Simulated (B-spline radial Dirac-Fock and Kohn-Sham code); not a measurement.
Two-hole binding energies of Rh²⁺

System: the Rh²⁺ ion, 1s2 2s2 2p6 3s2 3p6 3d10 4s2 4p6 4d7, inside a Watson sphere of charge -2 and radius 2 Å (a model of the Madelung potential; inside it an electron's potential energy is raised by 14.4 eV).

The run's input, task.json:

```json
{"items": [{
  "Z": 45,
  "q": 2,
  "cfg": [[1, 0, 2], [2, 0, 2], [2, 1, 6], [3, 0, 2], [3, 1, 6], [3, 2, 10], [4, 0, 2], [4, 1, 6], [4, 2, 7]],
  "A": 103,
  "rrms": 4.4945,
  "watson": [-2, 2.0],
  "do": ["binding", "quiet", "double"]
}]}
```

Command: `python xray_run.py task.json out`

Method: relaxed Dirac-Fock hole states (ΔSCF) with Breit and QED corrections and a finite nucleus. Computed with a B-spline atomic structure program. U is the two-hole binding energy less the two single-hole energies, the effective repulsion of the holes after relaxation. Each two-hole energy is an average over J within one jj subconfiguration.

```tsv
holes	E(a) (eV)	E(b) (eV)	E(ab) (eV)	U (eV)
1s⁻²	23237.4	23237.4	47175.9	701.2
1s⁻¹ 2p1/2⁻¹	23237.4	3165.7	26597.2	194.1
1s⁻¹ 2p3/2⁻¹	23237.4	3023.2	26441.8	181.2
1s⁻¹ 3p1/2⁻¹	23237.4	542.2	?	?
1s⁻¹ 3p3/2⁻¹	23237.4	517.0	23808.4	53.9
1s⁻¹ 3d5/2⁻¹	23237.4	325.1	23610.9	48.4
2s⁻²	3436.3	3436.3	6985.5	112.9
2p1/2⁻²	3165.7	3165.7	6471.2	139.8
2s⁻¹ 3p3/2⁻¹	3436.3	517.0	4000.1	46.7
2p1/2⁻¹ 3s⁻¹	3165.7	648.5	3861.2	47.0
2p1/2⁻¹ 3p3/2⁻¹	3165.7	517.0	3731.1	48.4
2p3/2⁻¹ 3s⁻¹	3023.2	648.5	3718.5	46.8
3p1/2⁻¹ 3p3/2⁻¹	542.2	517.0	1095.6	36.4
3p3/2⁻²	517.0	517.0	1071.1	37.0
```

Q: Give the missing two-hole energy and U.

A: E(ab) = 23836.2 eV and U = 56.6 eV.
